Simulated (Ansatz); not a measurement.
Q: Predict a relaxed structure of Se(CN)2 (C2SeN2), charge 0, singlet, at PBE0-D4/def2-SVP (Ansatz).

A: 
```tsv
atom	x (Å)	y (Å)	z (Å)
Se1	-0.949	-0.817	0.141
C2	0.267	-0.573	-1.217
N3	0.992	-0.490	-2.119
C4	-0.320	0.528	1.225
N5	0.010	1.353	1.971
```
Point group C2v (tolerance 0.1 Å). This is one stationary point.
